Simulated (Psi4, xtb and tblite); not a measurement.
Internal rotation in SMILES c1sc(C=O)cc1 (C5H4OS). Scanned: dihedral O1–C2–C3–S7; all other coordinates were relaxed at B3LYP-D3(BJ)/def2-SVP. Points at φ and −φ are mirror images. Heavy atoms are numbered in the order of the SMILES O=Cc1cccs1, hydrogens after them in the order of the atoms that carry them; the mirror image has the same energies with the sign of each dihedral reversed.

GFN2-xTB, on its own relaxed geometries (the stored frames are those of B3LYP-D3(BJ)/def2-SVP) (xtb and tblite); PBE-D3(BJ)/def2-TZVP // B3LYP-D3(BJ)/def2-SVP (Psi4); PBE/def2-TZVP // B3LYP-D3(BJ)/def2-SVP (Psi4); MP2/cc-pVTZ = DF-MP2 (frozen core)/cc-pVTZ // B3LYP-D3(BJ)/def2-SVP run with Psi4 1.11.

Energies relative to the lowest point of each profile, in kJ/mol:

```tsv
φ / °	GFN2-xTB	PBE-D3(BJ)/def2-TZVP	PBE/def2-TZVP
-150	6.6	12.7	12.6
-120	23.1	34.0	33.9
-90	34.9	49.0	48.7
-60	25.0	33.5	33.3
-30	8.7	10.1	10.0
0	1.7	0.0	0.0
30	8.7	10.1	10.0
60	25.0	33.5	33.3
90	34.9	49.0	48.7
120	23.1	34.0	33.9
150	6.6	12.7	12.6
180	0.0	4.2	4.2
```

Question: Predict the corresponding MP2/cc-pVTZ column.

Answer: -150: 12.4; -120: 31.4; -90: 43.2; -60: 30.5; -30: 9.4; 0: 0.0; 30: 9.4; 60: 30.5; 90: 43.2; 120: 31.4; 150: 12.4; 180: 4.7 (kJ/mol).
